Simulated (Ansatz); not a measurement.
`C[N](C)[Zn][Br]` + HBr → `[Br][Zn][Br]` + `CNC`  (ligand exchange at a Zn–N bond)

Calculated with Ansatz (gas phase, PBE0-D4/def2-TZVP geometries, no zero-point term in ΔE). CCSD(T)/CBS is the MP2 limit (def2-TZVPP, def2-QZVPP) plus CCSD(T) − MP2 in def2-TZVPP, frozen cores. Functionals use def2-TZVPP. For Br, Zn outer-core shells are correlated without core-valence functions, which leaves a few kJ/mol of doubt a bond. Scalar relativity is left out up to krypton. Each species was taken in one conformer, which may not be the lowest.

`C[N](C)[Zn][Br]`:

```xyz
11

C    -0.660   -1.128   -0.338
N    -0.023    0.139   -0.100
C     0.830    0.124    1.058
Zn   -0.269    1.591   -1.140
Br   -0.572    3.386   -2.426
H    -1.303   -1.095   -1.221
H    -1.289   -1.435    0.513
H     0.077   -1.931   -0.500
H     0.270   -0.125    1.974
H     1.636   -0.621    0.961
H     1.303    1.095    1.221
```

HBr:

Cartesian coordinates in Å:
```
Br 0.341 0.619 -0.069
H -0.341 -0.619 0.069
```

`[Br][Zn][Br]`:

```xyz
3

Br   -1.977   -0.991   -0.243
Zn    0.001   -0.001    0.001
Br    1.976    0.993    0.243
```

`CNC`:

Z-matrix (Å, degrees):
```
C
N 1 1.445
H 1 1.094 2 109.4
H 1 1.092 2 110.0 3 117.9
H 1 1.104 2 114.0 3 -120.2
C 2 1.445 1 112.8 3 65.3
H 2 1.011 1 109.8 3 -171.9
H 6 1.104 2 114.0 1 54.9
H 6 1.094 2 109.4 1 -65.3
H 6 1.092 2 110.0 1 176.8
```

```json
{"level": "revPBE-D4", "ΔE (kJ/mol)": "-131.9"}
{"level": "CCSD(T)/def2-SVP", "ΔE (kJ/mol)": "-139.2"}
```

(1) What does CCSD(T)/CBS give? (Best estimate.)

(2) What do rigid-rotor, harmonic-oscillator terms from PBE0-D4/def2-TZVP frequencies (298.15 K, 1 bar) make of the CCSD(T)/CBS value? (Best estimate.)

Largest T1 diagnostic among the species: 0.013.

## Answers

(1) The calculation gave: -144.8 kJ/mol. The listed levels differ from it by 12.9, 5.6 kJ/mol.

(2) Computed: ΔZPE = +16.3 kJ/mol, ΔH = -131.4 kJ/mol, ΔS = -6 J/(mol·K), ΔG = -129.5 kJ/mol.

The D4 term adds +5.0 kJ/mol with B3LYP and +2.9 kJ/mol with PBE0; it sums over pairs of atoms, weighted by their polarisabilities, and B3LYP, whose exchange is more repulsive, gets the larger term. At CCSD(T), def2-SVP lies +5.5 kJ/mol from the extrapolated value and def2-TZVPP +11.4 kJ/mol. From PBE to PBE0 (25 % exact exchange), in def2-TZVPP and without D4, ΔE moves by −12.4 kJ/mol.

B3LYP here is the variant with VWN-RPA as its local correlation; programs differ in this.
